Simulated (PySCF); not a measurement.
## Excitation energy of Fe(2+) by level of theory

Fe(2+) [Ar] 3d6 (5D) → Fe(2+) [Ar] 3d5 4p1 (7P), as a difference of total energies. All numbers are calculated (PySCF 2.14, the spin-free X2C one-electron Hamiltonian (Gaussian nucleus), in x2c-TZVPPall). Correlated levels: valence: [Ar] frozen. The calculations carry no spin-orbit coupling.

```
           method  excitation energy (eV)
              UHF                   8.474
    MP2 (valence)                   9.730
SCS-MP2 (valence)                  10.107
   CCSD (valence)                   9.664
CCSD(T) (valence)                   9.696
```

Q: How much does correlation contribute at CCSD(T) (valence)?

A: 9.696 − (8.474) = 1.222 eV, measured against UHF.

A first-order spin-orbit estimate (lowest level to lowest level, LS coupling) adds 0.006 eV.

The basis was made for the ground configuration and has no added diffuse functions, so the excitation energy can come out too high.
